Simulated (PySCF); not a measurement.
**GeOBr + H₂O → GeO(OH) + HBr**

Level: PBE0 in the def2-TZVP basis family, all electrons, no relativity, computed in PySCF with density fitting; open shells unrestricted.

| species | state and structure | E (Eh) | ZPE (kJ/mol) | H(298 K) − H(0) (kJ/mol) | S° (J/(mol K)) |
| --- | --- | --- | --- | --- | --- |
| GeOBr | doublet, Cs, Ge–Br 2.332 Å, Ge–O 1.654 Å; Br–Ge–O 120.5° | -4725.77647 | 7.6 | 13.0 | 306.0 |
| H₂O | singlet, C2v, O–H 0.960 Å (×2); H–O–H 105.1° | -76.37736 | 56.5 | 9.9 | 188.7 |
| GeO(OH) | doublet, Cs, Ge–O 1.677 Å, Ge–O 1.775 Å, O–H 0.965 Å; Ge–O–H 111.0°, O–Ge–O 116.8° | -2227.67368 | 40.1 | 13.0 | 287.4 |
| HBr | singlet, C∞v, H–Br 1.421 Å | -2574.45811 | 16.0 | 8.7 | 198.5 |

Task: What is the electronic reaction energy?

Result: At PBE0/def2-TZVP, ΔE = 57.9 kJ/mol from the differences of the total energies times 2625.5, uphill. 

Task: Add zero-point, thermal and entropy terms for 298.15 K and 1 bar.

Result: ΔZPE = -8.0 and Δ[H(298) − H(0)] = -1.2 kJ/mol give ΔH° = 48.7 kJ/mol. ΔS° = -8.8 J/(mol K), so ΔG° = 48.7 − 298.15 × (-0.0088) = 51 kJ/mol and log₁₀K = -9.0.

Only the bonding shown was studied: isomers, or loss of a ligand pair, can lie lower.
